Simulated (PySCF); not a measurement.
Method: CAM-B3LYP-D3(BJ)/def2-TZVP run with PySCF. Gas-phase values, no solvent. One relaxed conformer stands for a flexible species; it need not be the lowest. Excitations are Tamm–Dancoff values on a coarser integration grid. The basis has no diffuse functions, so Rydberg states are missing or too high.

Reference species (SMILES): `[CH3][Al]([CH3])[CH3]` (neutral, multiplicity 1).

The S1 excitation (TDA) is 5.82 eV and the S1–T1 gap (TDA) is 0.31 eV.

Changed species: `[SH][Al]([SH])[SH]` (3 of 3 CH3 replaced by SH; the reference has 0 of 3 CH3 replaced by SH).

Task: Predict the effect on the S1 excitation (TDA) and S1–T1 gap (TDA).

Result: the S1 excitation (TDA) rises by 0.14 eV, to 5.96 eV; the S1–T1 gap (TDA) increases by 0.08 eV, to 0.39 eV.
